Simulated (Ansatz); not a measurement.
Y4, relaxed as a singlet with RKS B3LYP-D4/def2-SVP in Ansatz, starting from the GFN1-xTB geometry. Force threshold 0.02 eV/Å.

In the def2 sets Y takes a core potential; there is no spin–orbit coupling. The restricted singlet is unstable towards broken spin symmetry at other levels; at B3LYP-D4/def2-SVP this wasn't settled. At B3LYP-D4/def2-SVP a triplet of charge 0 lies 0.18 eV below the restricted singlet, each at its own geometry. The structure comes from a short search, and lower isomers may exist.

Start:

```xyz
4

Y     0.818    1.883    0.527
Y     1.199   -0.907   -1.491
Y    -1.963    0.260   -0.753
Y    -0.054   -1.236    1.716
```

(1) Estimate the energy that the relaxation releases and the steps that it takes.

(2) Does the start keep its bonding and symmetry?

(3) Predict the relaxed structure.

## Answers

(1) 0.43 eV, in 9 steps; 33 s on 4 threads of Intel Xeon Platinum 8488C on a shared host. No frequencies were taken in this run, so the end may be a saddle point.

(2) By distances, no bond broke or formed. The bond that changes most is Y3–Y4, from 3.46 to 3.13 Å (atoms count from 1). Point group Cs at the start, C3v at the end, both within 0.05 Å; within 0.015 Å the end is Cs.

(3) 
```xyz
4

Y     0.8221    1.9116    0.5311
Y     1.0647   -0.8863   -1.3664
Y    -1.8075    0.1694   -0.6972
Y    -0.0794   -1.1947    1.5325
```
Bond lengths (bridged metal pairs left out): 6 × Y–Y 3.13 to 3.39 Å.
